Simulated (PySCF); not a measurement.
`F[C@H]1C[C@H](C#N)OC1`, C$_{5}$H$_{6}$FNO

Molfile (atoms numbered from 1):
```
C5H6FNO
     RDKit          3D

 14 14  0  0  0  0  0  0  0  0999 V2000
    3.4748   -0.1619    0.1627 N   0  0  0  0  0  0  0  0  0  0  0  0
    2.3689   -0.1595   -0.1206 C   0  0  0  0  0  0  0  0  0  0  0  0
    0.9606   -0.1891   -0.4579 C   0  0  1  0  0  0  0  0  0  0  0  0
    0.0939   -0.7553    0.6862 C   0  0  0  0  0  0  0  0  0  0  0  0
   -1.2529   -0.0698    0.4461 C   0  0  2  0  0  0  0  0  0  0  0  0
   -2.1404   -0.9443   -0.1426 F   0  0  0  0  0  0  0  0  0  0  0  0
   -0.9267    1.0746   -0.5346 C   0  0  0  0  0  0  0  0  0  0  0  0
    0.4744    1.1246   -0.6657 O   0  0  0  0  0  0  0  0  0  0  0  0
    0.8326   -0.7948   -1.3731 H   0  0  0  0  0  0  0  0  0  0  0  0
    0.0013   -1.8386    0.6471 H   0  0  0  0  0  0  0  0  0  0  0  0
    0.5070   -0.4588    1.6498 H   0  0  0  0  0  0  0  0  0  0  0  0
   -1.7347    0.2697    1.3668 H   0  0  0  0  0  0  0  0  0  0  0  0
   -1.4011    0.8501   -1.5003 H   0  0  0  0  0  0  0  0  0  0  0  0
   -1.2584    2.0526   -0.1861 H   0  0  0  0  0  0  0  0  0  0  0  0
  1  2  3  0
  2  3  1  0
  3  4  1  0
  4  5  1  0
  5  6  1  0
  5  7  1  0
  7  8  1  0
  8  3  1  0
  3  9  1  6
  4 10  1  0
  4 11  1  0
  5 12  1  1
  7 13  1  0
  7 14  1  0
M  END
```

Theory: TDDFT B3LYP/def2-SVPD circular dichroism and optical rotation, one conformer, gas phase in PySCF 2.14.0. Geometry: GFN2-xTB.

States above about 8.3 eV (minus the energy of the highest occupied orbital) lie near or above the ionisation threshold and depend on the basis.

Problem. Draw the ECD and absorption spectra from the lowest 16 states, each a Gaussian of half-width 0.2 eV at 1/e height.

Solution. 
```tsv
E (eV)	λ (nm)	Δε (L mol⁻¹ cm⁻¹)	ε (L mol⁻¹ cm⁻¹)
6.27	198	+0.01	0.183
6.37	195	+0.08	1.74
6.47	192	+0.48	9.99
6.57	189	+1.68	34.9
6.67	186	+3.57	73.8
6.77	183	+4.58	94.8
6.87	180	+3.58	75.2
6.97	178	+1.87	50.2
7.07	175	+1.71	112
7.17	173	+4.99	413
7.27	171	+11.96	1030
7.37	168	+17.89	1630
7.47	166	+17.50	1870
7.57	164	+13.22	1960
7.67	162	+8.77	2090
7.77	160	+3.41	1880
7.87	158	-1.01	1380
7.97	156	-2.44	1100
8.07	154	-4.49	1380
8.17	152	-10.99	2260
8.27	150	-19.64	3250
8.37	148	-25.15	3430
8.47	146	-27.21	2970
8.57	145	-26.76	2800
8.67	143	-20.22	2990
8.77	141	-7.80	3080
```
Δε uses R in velocity form, ε uses f in length form. Only the states computed contribute, so the short-wavelength end is incomplete.

The sign of the CD band at 141 nm isn't settled: the length form gives the opposite one.
